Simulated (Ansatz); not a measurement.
Total energies of WOF₄ from Ansatz at PBE-D4/def2-TZVPD, gas phase (1 Eh = 27.2114 eV = 2625.5 kJ/mol). The reference geometry is relaxed at PBE0-D4/def2-SVP.

```json
{"state": "charge 0 singlet", "geometry": "reference", "energy (Eh)": "-541.80579"}
{"state": "charge -1 doublet", "geometry": "reference", "energy (Eh)": "-541.85383"}
{"state": "charge -1 doublet", "geometry": "relaxed at PBE0-D4/def2-SVPD", "energy (Eh)": "-541.88021"}
```

In the def2 sets W takes a core potential; there is no spin–orbit coupling.

Question: Work out the vertical electron affinity, to the doublet.

Answer: E(charge 0 singlet) − E(charge -1 doublet) = -541.80579 − (-541.85383) = 0.04804 Eh = 1.31 eV.

Question: How much does the charge -1 doublet relax, and what is the adiabatic electron affinity?

Answer: Relaxation: -541.85383 − (-541.88021) = 0.02638 Eh = 0.72 eV. Adiabatic electron affinity: 0.07442 Eh = 2.03 eV, without zero-point energy. 

At PBE-D4/def2-TZVPD the highest occupied level of the charge -1 doublet lies above zero (up to 2.25 eV). By energy differences its removal costs 1.31 eV (vertical, to the charge 0 singlet, at PBE-D4/def2-TZVPD); a positive level beside a positive removal energy at the same level points to self-interaction error. At PBE-D4/def2-TZVPD the highest occupied level of the relaxed charge -1 doublet lies above zero (up to 1.14 eV). By energy differences its removal costs 2.03 eV (each at its own geometry, to the charge 0 singlet, at PBE-D4/def2-TZVPD); the vertical value is larger still, so the positive level points to self-interaction error.
